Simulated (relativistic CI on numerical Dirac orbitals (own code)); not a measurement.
**Hyperfine structure of Kr²⁷⁺, mass number 85**

Computed by Dirac-Coulomb-Breit CI, orbitals from a KLI potential per configuration, model QED, unscaled Slater integrals (own radial code, finite nucleus).

CI space (outside the closed core 1s2): 2s²2p⁵, 2s2p⁶, 2p⁶3s, 2p⁶3p, 2p⁶3d, 2s²2p⁴3s, 2s²2p⁴3p, 2s²2p⁴3d, 2s2p⁵3s, 2s2p⁵3p, 2s2p⁵3d, 2s²2p⁴4s, 2s²2p⁴4p, 2s²2p⁴4d, 2s²2p⁴4f, 2s2p⁵4s. Levels of other configurations are missing.

Nuclear spin I = 9/2, μ = -1.0055 μN, Q = 0.443 b (tables of Stone and Pyykkö). The electronic factors are computed for point nuclear moments, without core polarisation or the Bohr-Weisskopf and QED corrections.

```
          Level   E (Ry)  A (GHz)  B (GHz)
  2s²2p⁵ ²P°3/2    0.000   -17.43    -63.2
  2s²2p⁵ ²P°1/2    4.067   -95.85         
    2s2p⁶ ²S1/2   17.441   -310.3         
 2s²2p⁴3s ⁴P5/2  126.279   -29.68     27.6
 2s²2p⁴3s ²P3/2  126.648   -4.035     10.2
 2s²2p⁴3s ⁴P3/2  130.168   -23.67    -32.7
 2s²2p⁴3s ²P1/2  130.462    28.58         
2s²2p⁴3p ²P°1/2  130.828   -26.96
```

Levels with J = 0, under 50 % of one LS term, or S terms without an open s electron are left out. Small factors come from cancelling terms and can be off by tens of per cent or more.

At this charge energies of transitions that change n are usually good to better than 1 %, and those within a shell (Δn = 0) to a few per cent.

Give the hyperfine levels of 2s²2p⁵ ²P°1/2 relative to its centre of gravity.

With K = F(F + 1) − I(I + 1) − J(J + 1), E = AK/2: F = 4: 263.6, F = 5: -215.7 GHz.

LS names give the leading component of a level, which can be under half, so a name can repeat, a term be missing and a line seem to break the LS rules.
